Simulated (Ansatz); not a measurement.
Basis-set extrapolation for CH7FNPSi (`C[Si](N)(F)P`) (PBE0-D4/def2-TZVP geometry, frozen core, the Gaussian-basis code of Ansatz). Multiplicity 1, RHF reference.

|  | def2-TZVPP | def2-QZVPP |
| --- | --- | --- |
| HF | -825.740621 | -825.769325 |
| MP2 correlation | -0.919443 | -0.992919 |
| CCSD(T) correlation | -1.004121 | not run |

Energies in hartree. Use E(X) = E(∞) + A·exp(−7.88·√X) for Hartree–Fock and E(X) = E(∞) + B·X^(−2.97) for correlation, with X = 3 and 4, and add CCSD(T) minus MP2 of the smaller set to the MP2 limit.

Task: What is the CCSD(T) energy at the basis-set limit?

Result: HF limit: -825.769325 + (-0.028704) × 0.13774 = -825.77328. MP2 limit: -0.992919 + (-0.073476) × 0.74074 = -1.04735. Higher-order term: -1.004121 − (-0.919443) = -0.08468. Total: -826.90531 hartree, 100.8 kcal/mol below CCSD(T)/def2-TZVPP.
